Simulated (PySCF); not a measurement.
C5H4FN2 (charge -1).
Numbering: `[F:1]/[CH:2]=[CH:3]\[c:4]1[cH:5][n:6][cH:7][n-:8]1`

NICS = −σ at a ghost point: NICS(0) at the centroid of the ring atoms, NICS(1) 1 Å to either side along the normal of their mean plane, zz for the tensor component along that normal. Level: GIAO PBE0/pcSseg-1 (PySCF, non-relativistic, gas phase) on the GFN2-xTB geometry, one conformer.

Ring bond lengths (Å), with Mayer bond orders in brackets: C4–C5 1.398 (1.37), C5–N6 1.342 (1.47), N6–C7 1.346 (1.43), C7–N8 1.319 (1.55), N8–C4 1.378 (1.34).

**Question.** What do the NICS probes read (ppm)?

**Answer.** 
```tsv
ring	type	NICS(0)	NICS(1), two faces	NICS(1)zz, two faces	rms pucker (Å)	centre to ring atoms, mean (Å)
C4–C5–N6–C7–N8	5-membered ring with 2 N; formal bonds all aromatic	-11.3	-11.7 / -11.7	-31.4 / -31.4	0.00	1.15
```

**Question.** What do they say, and how far can they be read as aromaticity?

**Answer.** 
- C4–C5–N6–C7–N8: mean NICS(1)zz -31.4 ppm, shielded, aromatic by this magnetic criterion (flat ring, no four-coordinate atom).

**Question.** What does the geometric index give? HOMA takes Krygowski's 1993 parameters.

**Answer.** 
- C4–C5–N6–C7–N8: HOMA 0.95; the largest term is that of N8–C4, α(R − Ropt)² = 0.18. The geometric and the magnetic index point the same way.

**Question.** List the ring angles and the Hirshfeld charges of the ring atoms.

**Answer.** 
- C4–C5–N6–C7–N8: C4 107.6° (-0.059 e), C5 109.6° (-0.099 e), N6 103.0° (-0.297 e), C7 116.5° (-0.054 e), N8 103.3° (-0.288 e); sum 540.0° against 540° for a flat convex ring.

Shape of the structure used: `[F:1]/[CH:2]=[CH:3]\[c:4]1[cH:5][n:6][cH:7][n-:8]1`: C2–C3–C4–C5 0°.
